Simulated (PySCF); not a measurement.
Partial charges of `CCCCC(N)=O`

C5H11NO.
Atom-mapped SMILES: `[CH3:1][CH2:2][CH2:3][CH2:4][C:5]([NH2:6])=[O:7]` (hydrogens: H8, H9, H10 on C1; H11, H12 on C2; H13, H14 on C3; H15, H16 on C4; H17, H18 on N6)

Geometry (GFN2-xTB, Å), atoms numbered from 1 in this order:
```
atom  x, y, z in Å
C1    -2.8604    0.1239    0.3628
C2    -1.5853   -0.3602   -0.3166
C3    -0.3370    0.2458    0.3184
C4     0.9384   -0.2410   -0.3629
C5     2.1838    0.3596    0.2677
N6     3.3372   -0.0562   -0.3153
O7     2.1786    1.1317    1.1967
H8    -2.8569   -0.1465    1.4163
H9    -3.7361   -0.3221   -0.1040
H10   -2.9445    1.2058    0.2884
H11   -1.6173   -0.0944   -1.3763
H12   -1.5316   -1.4500   -0.2520
H13   -0.2943   -0.0151    1.3770
H14   -0.3790    1.3344    0.2563
H15    1.0084   -1.3299   -0.2947
H16    0.9249    0.0271   -1.4227
H17    3.3485   -0.6971   -1.0876
H18    4.2137    0.2905    0.0369
```

Density: PBE0/pcSseg-1 (PySCF); schemes: Mulliken, IAO, Hirshfeld and ESP-fitted. Isolated species at its GFN2-xTB geometry (one conformer only).

For which atoms does the sign change between the 4 schemes (beyond +0.03 e in one, beyond −0.03 e in another)?

C2, C3, H11 and H12. Atomic charges aren't observables, and each scheme defines them in its own way.

At which atom do the 4 schemes differ most?

At N6: from -1.079 (ESP-fitted) to -0.180 e (Hirshfeld), 0.899 e apart.

Do the Mulliken, IAO, Hirshfeld and ESP-fitted schemes agree on where the charge is highest?

All schemes agree: Mulliken C5 (+0.419); IAO C5 (+0.448); Hirshfeld C5 (+0.178); ESP-fitted C5 (+0.966).

Give the atomic charges in each scheme.

In e:

| atom | environment | Mulliken | IAO | Hirshfeld | ESP-fitted |
| --- | --- | --- | --- | --- | --- |
| C1 | methyl carbon | -0.252 | -0.416 | -0.117 | -0.440 |
| C2 | chain CH2 carbon | -0.277 | -0.246 | -0.066 | +0.214 |
| C3 | chain CH2 carbon | -0.229 | -0.245 | -0.069 | +0.151 |
| C4 | sp3 carbon next to a carbonyl | -0.298 | -0.316 | -0.077 | -0.498 |
| C5 | amide carbonyl carbon | +0.419 | +0.448 | +0.178 | +0.966 |
| N6 | amide nitrogen | -0.409 | -0.518 | -0.180 | -1.079 |
| O7 | amide oxygen | -0.423 | -0.497 | -0.290 | -0.628 |
| H8 | methyl hydrogen | +0.109 | +0.137 | +0.040 | +0.100 |
| H9 | methyl hydrogen | +0.112 | +0.139 | +0.039 | +0.106 |
| H10 | methyl hydrogen | +0.109 | +0.137 | +0.040 | +0.099 |
| H11 | methylene hydrogen | +0.110 | +0.124 | +0.033 | -0.031 |
| H12 | methylene hydrogen | +0.110 | +0.124 | +0.033 | -0.032 |
| H13 | methylene hydrogen | +0.128 | +0.141 | +0.037 | -0.005 |
| H14 | methylene hydrogen | +0.128 | +0.141 | +0.037 | -0.006 |
| H15 | methylene hydrogen | +0.139 | +0.145 | +0.043 | +0.109 |
| H16 | methylene hydrogen | +0.139 | +0.145 | +0.043 | +0.108 |
| H17 | amide N–H hydrogen | +0.191 | +0.274 | +0.137 | +0.430 |
| H18 | amide N–H hydrogen | +0.192 | +0.283 | +0.137 | +0.436 |

Mean size of the charges over all atoms: ESP-fitted 0.302 e, IAO 0.249 e, Mulliken 0.210 e, Hirshfeld 0.089 e. Each set sums to the total charge, 0, to within 0.001 e. The Mulliken scheme gives each basis function's population to the atom it is centred on and halves the overlap population of two atoms between them. The Hirshfeld scheme weights the molecular density at each point by an atom's share of the summed free-atom densities.

Sum the charges by element, for elements with more than one atom.

```json
{"element": "C", "atoms": "5", "Mulliken": "-0.637", "IAO": "-0.775", "Hirshfeld": "-0.149", "ESP-fitted": "+0.394"}
{"element": "H", "atoms": "11", "Mulliken": "+1.469", "IAO": "+1.790", "Hirshfeld": "+0.619", "ESP-fitted": "+1.313"}
```

How many electrons does the Hirshfeld scheme count on C5?

Z − q = 6 − (+0.178) = 5.822.
